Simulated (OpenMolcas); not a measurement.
# Ions of charge +3 along the 4d row on the Y site of Cs2NaYCl6

```yaml
Program: OpenMolcas
Method: SS-CASPT2, IPEA 0.25 Eh, imaginary shift 0.1 Eh
Spin-orbit_coupling: state interaction with AMFI integrals over the reference wave functions
```

The d shell is active; CASPT2 correlates the ligand valence shells and the outer metal core. Each dopant is a cluster with its nearest anions in model potentials and point charges, with no relaxation. Distances were set from a Shannon-type radius of the metal (high-spin where two are listed) plus a fixed donor radius (Cl 1.76 Å), in hosts weighted 0.65 to 0.35 with the host's distance in the model lattice. Ligand basis ANO-RCC-VDZP, DKH2 Hamiltonian. States (labels of O, the rotations of Oh). Energies in cm-1 above the lowest state or level, χT in cm3 K/mol; under a threefold ground state the first gap can be a small split of the lowest multiplet, not the spin-orbit step; 10Dq and B are least-squares fits to the states below 45000 cm-1, weighted by degeneracy, with a free offset, and given where the rms deviation is under 5 % of |10Dq| (or 100 cm-1) and under 700 cm-1. Spin-only χT is S(S+1) / 2 for the spin of the ground state.

| Ion | Shell | R (Å) | Metal basis | Ground state | First state of that spin | 10Dq | B (rms of fit) | First gap with spin-orbit (degeneracies) | χT at 300 K | First state of another spin | Spin-only χT |
| --- | --- | --- | --- | --- | --- | --- | --- | --- | --- | --- | --- |
| Nb3+ | 4d2 | 2.529 | ANO-RCC-VTZP | 3T1 | 3T2 18300 | 19255 | 465 (170) | 25 (2, 3) | 0.466 | 1T2 6140 | 1.000 |
| Mo3+ | 4d3 | 2.509 | ANO-RCC-VTZP | 4A2 | 4T2 19570 | 19121 | 487 (393) | 9210 (4, 4) | 1.759 | 2E 9260 | 1.875 |
| Ru3+ | 4d5 | 2.503 | ANO-RCC-VTZP | 2T2 | 14600 |  |  | 1890 (2, 4) | 0.669 | 2S+1 = 4: 9310 | 0.375 |
| Rh3+ | 4d6 | 2.493 | ANO-RCC-VTZP | 1A1 | 15860 |  |  | 12600 (1, 2) | 0.037 | 2S+1 = 3: 13300 | 0.000 |

B goes from 465 cm-1 (Nb3+) to 487 cm-1 (Mo3+).

Below the highest spin of the shell: Ru3+, Rh3+. χT departs most from the spin-only value for Nb3+, by -0.534 cm3 K/mol.

Roots that are degenerate in the reference are averaged as groups; the widest CASPT2 spread within a group is 660 cm-1 (the 3-fold group of multiplicity 2 near 51200 cm-1 above the lowest state of its run, Mo3+). Shifts and gaps below about the spread of the groups concerned are not significant. Over all roots computed the reference weight is 0.66 to 0.67 in Nb3+, 0.66 to 0.67 in Mo3+, 0.64 to 0.66 in Ru3+, 0.61 to 0.65 in Rh3+; a low but even weight reflects the number of correlated electrons. Ligand-to-metal charge-transfer states are missing. With no ligand orbital active B as a rule stays too high, so bands that hang on it stand too high and its fall with covalency is understated. With one d shell and no ligand orbital active, 10Dq can be off by a tenth or more. An orbital triplet at a regular site is open to Jahn-Teller coupling, which can distort the site and quench the lowest spin-orbit gaps and is left out (holds for Nb3+; Ru3+). The least metal-like active orbital is 80 % on the metal (Löwdin) and no ligand orbital is active, so the numbers are rough (holds for Nb3+; Mo3+). This shell can be high or low spin here, a state of another spin lies low, and with metal d orbitals alone active their balance is uncertain, so the ground spin may be wrong, although the usual error favours high spin (holds for Ru3+). The least metal-like active orbital is 82 % on the metal (Löwdin) and no ligand orbital is active, so the numbers are rough (holds for Ru3+). These CASPT2 states fit no ligand-field parameters well, so their order and spin gaps are uncertain (holds for Ru3+). The least metal-like active orbital is 71 % on the metal (Löwdin) and no ligand orbital is active, so the numbers are rough (holds for Rh3+). No measured value stands beside these numbers; the geometry was set by hand and not optimised.

A state without a sure symmetry label is named by its multiplicity alone.
